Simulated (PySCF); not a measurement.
**Peak assignment**

Structure with atom numbers: `[CH2:1]=[C:2]1[CH2:3][CH2:4][CH2:5][CH2:6][C@H:7]1[O:8][CH:9]([CH3:10])[CH3:11]`. Hydrogens are named by the atom that carries them. Ha(C1) is cis to C3; Ha(C3), Ha(C4), Ha(C5), Ha(C6) are cis to O8 on the ring; Hb(C1) is trans to C3; Hb(C3), Hb(C4), Hb(C5), Hb(C6) are trans to O8 on the ring.

[PySCF: geometry from PBE0-D3(BJ)/def2-SVP; NMR shieldings at PBE0/pcSseg-1/GIAO; B3LYP/pcJ-1 coupling constants (without the spin–dipole term); fast rotation and ring inversion assumed for equivalent nuclei; one conformer; isolated molecule; no relativistic terms]

References, each an isolated molecule treated in the same way: TMS for 13C, 1H.

**Question.** Assign these signals to the numbered atoms. 13C{1H} NMR (computed): δ 159.0 (C), 117.8 (CH2), 75.9 (CH), 65.4 (CH), 37.0 (CH2), 33.6 (CH2), 31.0 (CH2), 25.2 (CH3), 22.5 (CH2), 19.4 (CH3).

**Answer.** 
| δ (ppm) | atoms | environment | reason |
| --- | --- | --- | --- |
| 159.0 | C2 | fully substituted alkene carbon | the olefinic region |
| 117.8 | C1 | terminal =CH2 carbon | as expected for a trigonal carbon in a double bond |
| 75.9 | C7 | allylic sp3 CH bonded to O | the inductive effect lowers its shielding |
| 65.4 | C9 | sp3 CH bonded to O | the inductive effect lowers its shielding |
| 37.0 | C6 | sp3 CH2 in a ring | a saturated carbon with 2 carbon neighbours and no heteroatom attached |
| 33.6 | C3 | allylic sp3 CH2 | aliphatic region, no heteroatom directly attached |
| 31.0 | C4 | sp3 CH2 in a ring | aliphatic region, no heteroatom directly attached |
| 25.2 | C10 | methyl carbon | saturated and bonded to C and H only |
| 22.5 | C5 | sp3 CH2 in a ring | a saturated carbon with 2 carbon neighbours and no heteroatom attached |
| 19.4 | C11 | methyl carbon | a saturated carbon with 1 carbon neighbour and no heteroatom attached |

**Question.** Assign these signals to the numbered atoms. 1H NMR (600 MHz, computed): δ 5.17 (t, J = 2.8 Hz, 1H), 5.03 (t, J = 2.6 Hz, 1H), 3.61 (td, J = 3.5, 1.0 Hz, 1H), 3.39 (sept, J = 6.8 Hz, 1H), 2.47 (m, 1H), 1.99 (m, 1H), 1.86 (m, 1H), 1.85 (m, 1H), 1.66 (m, 1H), 1.38 (m, 1H), 1.26 (m, 1H), 1.23 (m, 1H), 1.12 (d, J = 7.1 Hz, 3H), 0.97 (d, J = 6.6 Hz, 3H).

**Answer.** 
```tsv
δ (ppm)	atoms	environment	reason
5.17	Ha(C1)	hydrogen on a terminal =CH2 carbon	olefinic region
5.03	Hb(C1)	hydrogen on a terminal =CH2 carbon	–
3.61	H(C7)	hydrogen on an allylic sp3 CH bonded to O	its carbon carries O, hence the downfield position
3.39	H(C9)	hydrogen on an sp3 CH bonded to O	its carbon carries O, which withdraws density
2.47	Ha(C3)	hydrogen on an allylic sp3 CH2	allylic position
1.99	Ha(C5)	hydrogen on an sp3 CH2 in a ring	far from electronegative atoms and π systems
1.86	Hb(C3)	hydrogen on an allylic sp3 CH2	allylic position
1.85	Ha(C6)	hydrogen on an sp3 CH2 in a ring	–
1.66	Ha(C4)	hydrogen on an sp3 CH2 in a ring	–
1.38	Hb(C6)	hydrogen on an sp3 CH2 in a ring	–
1.26	Hb(C5)	hydrogen on an sp3 CH2 in a ring	far from electronegative atoms and π systems
1.23	Hb(C4)	hydrogen on an sp3 CH2 in a ring	–
1.12	H(C10)	hydrogen on a methyl carbon	–
0.97	H(C11)	hydrogen on a methyl carbon	–
```

Hb(C3) and Ha(C6); Hb(C5) and Hb(C4); Hb(C4) and H(C10) lie closer than the usual error of such a calculation, so a measured spectrum could show them in the other order.

Splittings below 1 Hz are ignored in the labels, and close J values are merged. Unscaled 3J(H,H) at this level run about 10 % above measured values. Shifts are as computed. Against solution values, carbons near 30 ppm lie about +2 ppm off and those near 130 ppm about +5 ppm. Of 1313 compounds with measured shifts, 239 miss one by over three times the rms of a fit or turn the order of signals round; such compounds aren't used in these exercises.
